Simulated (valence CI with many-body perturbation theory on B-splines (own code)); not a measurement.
**Os26+: magnetic and hyperfine properties of the levels**

Calculated by valence CI with perturbative core correlation (CI+MBPT): four valence electrons over a frozen Dirac-Fock core [Kr] 4d10, radial functions for each j: 7 s, 7 p, 7 d, 7 f, 4 g, 2 h, with the one-electron correlation potential Σ1, the two-electron term Σ2, the three-electron term Σ3, Breit, model QED; selected CI, second order for the rest, scaled by the run's own slope (own B-spline code, finite nucleus).

No measured spectrum was set against this ion. As an estimate, large intervals hold to a few tenths of a per cent, small ones and those within an open d or f shell to about a per cent. Excitations out of the core, of the other parity, are not computed and may begin above about 171 eV (a cautious bound); beyond it only levels of the ground parity were kept, without lifetimes.

A/g_I is the dipole constant over the nuclear g factor μ/I (μ in nuclear magnetons, uniformly magnetised nucleus), B/Q the quadrupole constant per barn. Both hold the static response of the core; the bare values leave it out. Large factors of s and p1/2 electrons are usually good to 5 to 10 %; those of open d and f shells near neutrality can be off by tens of per cent, and small factors of p3/2, d and f electrons come from cancelling terms and can be off by a factor of two or in sign, in half-filled shells by more. B is blank for J = 1/2, where it vanishes, and for nearly pure S terms. Energies count from the lowest level. Levels with J = 0 are left out.

Levels are named by their leading jj configuration (3d3/2^4 stands for four electrons in 3d with j = 3/2), which in mixed levels can hold well under half, so a name can repeat and another be missing. Letters in brackets count levels of one name in rising energy.

```csv
Level,E (eV),g,A/g_I (MHz),A/g_I bare,B/Q (MHz/b),B/Q bare
(4f5/2^4) J=4,0.000,0.649,5120,4660,-2450,-2170
(4f5/2^3 4f7/2) J=5 [a],2.232,0.911,3690,3640,-2060,-1840
(4f5/2^2 4f7/2^2) J=6 [a],4.025,1.049,3030,3210,-1600,-1460
(4f5/2^4) J=2,4.551,0.936,4270,4350,3020,2700
(4f5/2^3 4f7/2) J=7 [a],5.366,1.115,2790,3100,-707,-689
(4f5/2^3 4f7/2) J=1 [a],5.678,0.127,9310,8190,749,664
(4f5/2^3 4f7/2) J=4 [a],5.867,1.018,3590,3780,-3630,-3240
(4f5/2^3 4f7/2) J=8 [a],6.424,1.146,2720,3090,551,402
(4f5/2^3 4f7/2) J=3 [a],6.631,1.132,2750,3080,-530,-486
(4f5/2^3 4f7/2) J=2 [a],7.049,0.595,5650,5140,-2310,-2040
(4f5/2^3 4f7/2) J=2 [b],7.288,1.660,-295,851,-229,-246
(4f5/2^3 4f7/2) J=3 [b],7.435,0.939,3670,3690,1520,1370
(4f5/2^2 4f7/2^2) J=6 [b],7.977,0.892,3730,3650,388,367
(4f5/2^3 4f7/2) J=5 [b],8.431,1.201,2250,2680,-1270,-1200
(4f5/2^3 4f7/2) J=7 [b],8.560,0.982,3300,3360,2090,1850
(4f5/2^2 4f7/2^2) J=4 [a],8.870,1.228,1950,2400,3080,2720
(4f5/2^3 4f7/2) J=8 [b],9.254,1.035,3070,3220,3980,3500
(4f5/2^2 4f7/2^2) J=4 [b],10.264,1.038,3130,3300,-1160,-1020
(4f5/2^2 4f7/2^2) J=2 [a],10.514,1.154,2350,2690,2000,1790
(4f5/2^2 4f7/2^2) J=3 [a],10.625,0.882,3800,3700,-2530,-2250
(4f5/2^2 4f7/2^2) J=5 [a],10.720,1.262,1730,2230,3440,3040
(4f5/2^2 4f7/2^2) J=1 [a],11.323,1.032,3560,3770,-211,-197
(4f5/2^2 4f7/2^2) J=2 [b],11.492,1.060,2160,2250,-776,-723
(4f5/2^2 4f7/2^2) J=5 [b],11.842,0.955,3240,3230,857,732
(4f5/2^2 4f7/2^2) J=8 [a],11.950,1.003,3230,3340,3920,3500
(4f5/2^2 4f7/2^2) J=9,12.073,1.047,3020,3190,7210,6380
(4f5/2^2 4f7/2^2) J=5 [c],12.078,1.121,2760,3070,-848,-755
(4f5/2^2 4f7/2^2) J=4 [c],12.082,1.200,2080,2490,-2960,-2680
(4f5/2^2 4f7/2^2) J=6 [c],12.157,1.237,1990,2460,-599,-607
(4f5/2^2 4f7/2^2) J=3 [b],12.191,1.256,1460,1910,1100,966
(4f5/2 4f7/2^3) J=7 [a],12.566,0.979,3080,3110,1310,1190
(4f5/2^3 4f7/2) J=1 [b],12.623,1.497,-688,32.1,1620,1430
(4f5/2^2 4f7/2^2) J=2 [c],12.994,0.719,5750,5540,848,790
(4f5/2^2 4f7/2^2) J=6 [d],13.109,1.101,2820,3100,545,466
(4f5/2^2 4f7/2^2) J=8 [b],13.131,1.044,2790,2930,3220,2840
(4f5/2^3 4f7/2) J=4 [b],13.412,1.082,2620,2830,1720,1500
(4f5/2^2 4f7/2^2) J=2 [d],13.922,1.456,142,878,911,798
(4f5/2^2 4f7/2^2) J=7 [a],13.944,1.089,2910,3170,1420,1250
```

Question: Take the isotope of mass number 187, with I = 1/2, μ = 0.06442 μN. What is the hyperfine structure of (4f5/2^4) J=4?

Answer: From the table A = 660 MHz. Shifts from the centre of gravity in MHz: F = 7/2: -1650, F = 9/2: 1320.
